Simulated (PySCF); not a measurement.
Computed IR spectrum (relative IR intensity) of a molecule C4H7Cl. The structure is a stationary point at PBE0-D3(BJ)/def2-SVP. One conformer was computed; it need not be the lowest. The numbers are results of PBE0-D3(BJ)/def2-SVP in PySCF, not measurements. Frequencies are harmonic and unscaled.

Lines under 2 % of the strongest are left out, and lines within 2 cm⁻¹ are merged.

ν (cm⁻¹): 101 (w), 219 (vw), 332 (w), 436 (w), 637 (m), 774 (m), 792 (s), 954 (vs), 986 (w), 1035 (m), 1080 (w), 1102 (w), 1244 (m), 1311 (w), 1349 (m), 1429 (w), 1459 (w), 1469 (m), 1744 (m), 3063 (m), 3100 (m), 3126 (w), 3153 (m), 3164 (w), 3174 (m), 3262 (m) (against the strongest line: vs over 80 %, s over 45 %, m over 15 %, w over 4 %, vw less)

Pick the molecule that these values belong to.
(A) C=C(Cl)CC
(B) CC(C)=CCl
(C) C=CCCCl
(D) C/C=C(\C)Cl

C, C=CCCCl
